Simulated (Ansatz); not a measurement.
C₂H₅S, doublet, at a GFN2-xTB geometry; CCSD(T)/STO-3G in Ansatz (an electronic-structure program).

The Ansatz input:
Ansatz 0.2 input:
```yaml
crystal:
  periodic: [false, false, false]
  atoms:
    - {symbol: C, position_ang: [1.59120474, -0.30906457, -0.07423518]}
    - {symbol: C, position_ang: [0.14127741, -0.74696820, -0.19413812]}
    - {symbol: S, position_ang: [-1.00497093, 0.59920090, 0.15218980]}
    - {symbol: H, position_ang: [1.79862002, 0.04821331, 0.93193225]}
    - {symbol: H, position_ang: [2.24903285, -1.14856825, -0.29044018]}
    - {symbol: H, position_ang: [1.80540898, 0.49349823, -0.77641106]}
    - {symbol: H, position_ang: [-0.08762157, -1.54584703, 0.51354516]}
    - {symbol: H, position_ang: [-0.08079833, -1.09831398, -1.20342314]}
basis:
  gaussian:
    orbitals: STO-3G
magnetization: {spin_polarized: true, initial_magnetization: 1}
correlation: {method: ccsd_t, electrons: outside_noble_gas}
accuracy: high
```

**Question.** Write the output that Ansatz gives for this input, abridged.

**Answer.** 
```
Functional definition: HF
453 factors; integrals over basis functions are off by at most 1.2e-8 eV
mean field evaluation 1: about -12811.7886 eV, gradient 1.2e1 eV
mean field evaluation 2: about -12811.9343 eV, gradient 1.2e1 eV
mean field evaluation 4: about -12813.2380 eV, gradient 9.3e-1 eV
mean field evaluation 8: about -12813.2495 eV, gradient 1.8e-6 eV
mean field evaluation 16: about -12813.0955 eV, gradient 9.3e-1 eV
mean field evaluation 32: about -12813.2495 eV, gradient 4.3e-7 eV
mean field evaluation 64: about -12813.1996 eV, gradient 1.2e0 eV
mean field evaluation 96: about -12813.2495 eV, gradient 1.2e-2 eV
mean field -12813.24950644 eV, -470.8782342291 hartree, gradient 8.8e-9 eV, S^2 0.753825; 7 other end points of the search recorded, 0 dependent functions left out
determinant -12813.24950644 eV, -470.8782342291 hartree, with singles and doubles -12817.44704505 eV, -471.0324909280 hartree
determinant -12813.21928839 eV, -470.8771237365 hartree, with singles and doubles -12817.41495632 eV, -471.0313116889 hartree
determinant -12813.24950644 eV, -470.8782342291 hartree, with singles and doubles -12817.44696994 eV, -471.0324881678 hartree
determinant -12813.21928839 eV, -470.8771237365 hartree, with singles and doubles -12817.41489218 eV, -471.0313093319 hartree
7 core orbitals not correlated
reference -12813.24950644 eV, -470.8782342291 hartree; 10, 9 occupied and 7, 8 virtual orbitals, 453 factors
second order -3.14010392 eV of doubles, -0.00000000 eV of singles
cycle   1  -4.19747328 eV  change   -9.8e-6 eV  update   1.6e-6
cycle   2  -4.19747859 eV  change   -5.3e-6 eV  update   7.4e-7
cycle   3  -4.19748046 eV  change   -1.9e-6 eV  update   3.0e-7
cycle   4  -4.19748037 eV  change    8.7e-8 eV  update   1.2e-7
cycle   5  -4.19748032 eV  change    5.5e-8 eV  update   4.7e-8
cycle   6  -4.19748032 eV  change   5.2e-10 eV  update   2.7e-8
cycle   7  -4.19748031 eV  change    5.2e-9 eV  update   1.5e-8
cycle   8  -4.19748028 eV  change    2.8e-8 eV  update   5.7e-8
cycle   9  -4.19748027 eV  change    9.7e-9 eV  update   2.1e-8
cycle  10  -4.19748028 eV  change   -3.3e-9 eV  update   7.2e-9
cycle  11  -4.19748028 eV  change   -4.7e-9 eV  update   3.3e-9
cycle  12  -4.19748028 eV  change   -1.6e-9 eV  update   1.2e-9
perturbative correction -0.02233591 eV, -0.0008208295 hartree
Total energy: -12817.46932263 eV, -471.0333096139 hartree
```
